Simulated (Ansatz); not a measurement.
Geometry optimisation, DFT PBE-D3(BJ), scalar-relativistic, plane waves, PAW (Ansatz).

input.yaml

```yaml
accuracy: low
crystal:
  lattice:
    - [10.04, 0.0, 0.0]
    - [0.0, 10.04, 0.0]
    - [0.0, 0.0, 10.04]
  atoms:
    - { symbol: Ba, position: [0.0, 0.0, 0.0] }
    - { symbol: Ba, position: [0.5, 0.0, 0.0] }
    - { symbol: Ba, position: [0.0, 0.5, 0.0] }
    - { symbol: Ba, position: [0.0, 0.0, 0.5] }
    - { symbol: Ba, position: [0.25, 0.25, 0.25] }
    - { symbol: Ba, position: [0.5, 0.5, 0.0] }
    - { symbol: Ba, position: [0.5, 0.0, 0.5] }
    - { symbol: Ba, position: [0.75, 0.25, 0.25] }
    - { symbol: Ba, position: [0.0, 0.5, 0.5] }
    - { symbol: Ba, position: [0.25, 0.75, 0.25] }
    - { symbol: Ba, position: [0.25, 0.25, 0.75] }
    - { symbol: Ba, position: [0.5, 0.5, 0.5] }
    - { symbol: Ba, position: [0.75, 0.75, 0.25] }
    - { symbol: Ba, position: [0.75, 0.25, 0.75] }
    - { symbol: Ba, position: [0.25, 0.75, 0.75] }
    - { symbol: Ba, position: [0.75, 0.75, 0.75] }
    - { symbol: H, position: [0.8827652, 0.2551214, 0.494306] }
basis:
  ecutwfc: 420.0
kpoints:
  mp_grid: { grid: [2, 2, 2] }
hamiltonian:
  xc: pbe
  dispersion: d3bj
scf:
  occupations: { method: fermi_dirac, width: 0.15 }
  lower_state_search: "off"
relax:
  f_tol: 0.08
  max_steps: 25
  adjacent_minimum: "off"
```

Run as:

```bash
$ ansatz run input.yaml --threads 4 --pin off --max-ram 10240MiB --backend cpu --events-out ev --progress --plain --runs-dir out
```

Problem. Where does it end, and by what steps?

Solution. It converged. The force dipped under the threshold on the way, but the program's further checks kept it going. Limits of this set-up: coarse k mesh, odd electron count without spin, a small cell, in which the defect meets its images, a typed lattice constant that wasn't relaxed here, low accuracy level. After 4 steps the energy has fallen by 0.166 eV; Ba14 moved furthest, 0.23 Å.

```
step  energy less start (eV)  largest force component (eV/Å)  accepted
   0                  0.0000                           0.346       yes
   1                 -0.1046                           0.193       yes
   2                 -0.1395                           0.081       yes
   3                 -0.1556                           0.046       yes
   4                 -0.1662                           0.012       yes
```

```xyz
17
Lattice="10.0400 0.0000 0.0000 0.0000 10.0400 0.0000 0.0000 0.0000 10.0400" Properties=species:S:1:pos:R:3
Ba -0.071 0.096 -0.004
Ba 5.124 -0.070 -0.002
Ba -0.072 4.930 -0.004
Ba 0.040 0.216 5.017
Ba 2.644 2.513 2.407
Ba 5.125 5.097 -0.002
Ba 4.885 -0.096 5.016
Ba 7.506 2.513 2.732
Ba 0.038 4.809 5.017
Ba 2.416 7.532 2.424
Ba 2.646 2.513 7.627
Ba 4.885 5.123 5.016
Ba 7.604 7.534 2.600
Ba 7.504 2.513 7.302
Ba 2.418 7.533 7.610
Ba 7.602 7.534 7.433
H 8.809 2.513 5.014
```

Whether the end is a true minimum wasn't checked by a vibrational analysis.

Run time: 52 s on 4 threads of Intel(R) Xeon(R) Platinum 8488C (Sapphire Rapids), with other jobs on the host, peak memory 3.1 GiB.
